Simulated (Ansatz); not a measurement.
C6H14AlO2, charge +1, singlet, geometry from GFN2-xTB (such geometries of metal compounds can be far from the true shape). Base run: Ansatz (an electronic-structure program) with BLYP/def2-SV(P).

Here is a job for Ansatz.
Ansatz 0.2 input:
```yaml
crystal:
  periodic: [false, false, false]
  atoms:
    - {symbol: Al, position_ang: [0.03802269, 0.55687687, 0.13647508]}
    - {symbol: O, position_ang: [-0.11812990, 0.29306210, 1.73920893]}
    - {symbol: C, position_ang: [-1.02107405, -0.48788119, 2.52669907]}
    - {symbol: C, position_ang: [-0.86168865, -1.95091007, 2.16960199]}
    - {symbol: C, position_ang: [-2.43139046, 0.01880675, 2.30475659]}
    - {symbol: H, position_ang: [-0.69928047, -0.30412560, 3.55921822]}
    - {symbol: H, position_ang: [-1.08283585, -2.07012341, 1.10157217]}
    - {symbol: H, position_ang: [-1.54682782, -2.57229217, 2.73983995]}
    - {symbol: H, position_ang: [0.15630544, -2.28416372, 2.35669519]}
    - {symbol: H, position_ang: [-2.51932207, 1.05857236, 2.61241351]}
    - {symbol: H, position_ang: [-2.65250310, -0.04771045, 1.23016660]}
    - {symbol: H, position_ang: [-3.15828903, -0.57730232, 2.85006801]}
    - {symbol: O, position_ang: [0.20934911, 1.04292611, -1.41179525]}
    - {symbol: C, position_ang: [1.02897787, 0.60363973, -2.49832986]}
    - {symbol: C, position_ang: [0.67212191, -0.82546728, -2.85001511]}
    - {symbol: C, position_ang: [2.48495359, 0.76567404, -2.11250210]}
    - {symbol: H, position_ang: [0.76602410, 1.28164678, -3.31965488]}
    - {symbol: H, position_ang: [0.84247241, -1.45021770, -1.96431019]}
    - {symbol: H, position_ang: [1.28948902, -1.19666849, -3.66350773]}
    - {symbol: H, position_ang: [-0.37381853, -0.90151325, -3.13741630]}
    - {symbol: H, position_ang: [2.71514149, 1.80938106, -1.90955763]}
    - {symbol: H, position_ang: [2.66182224, 0.18419763, -1.19671738]}
    - {symbol: H, position_ang: [3.14617235, 0.39984245, -2.89355851]}
basis:
  gaussian:
    orbitals: def2-SV_P_.json
hamiltonian:
  xc: blyp
total_charge: 1
```
The basis file holds def2-SV(P) in the JSON format of the Basis Set Exchange.

Variants of this job, named by their change:

| change | E (Eh) | core-seconds (rough) |
|---|---|---|
| base | -629.18398 | 7 |
| functional = b3lyp; dispersion = d3bjatm | -629.42158 | 10 |
| functional = b3lyp | -629.38746 | 10 |
| functional = BHLYP | (withheld) | 10 |
| functional = cam_b3lyp | (withheld) | 10 |
| functional = hse06 | -628.77120 | 10 |
| functional = revpbe | -629.17891 | 7 |
| functional = wB97M-V | (withheld) | 40 |
| functional = pbe0; dispersion = d3bj | -628.81583 | 10 |
| functional = r2scan | -629.10475 | 10 |
| functional = lc_wpbe | (withheld) | 9 |
| functional = b3lyp5 | -629.09831 | 10 |
| functional = wB97X-V | -629.21089 | 40 |

**Question.** Fill in the missing entries.

**Answer.** 
- functional = BHLYP, E (Eh): -629.13570
- functional = cam_b3lyp, E (Eh): -629.17388
- functional = wB97M-V, E (Eh): -629.15931
- functional = lc_wpbe, E (Eh): -629.05397

Totals shift with the method and basis; they matter in differences.
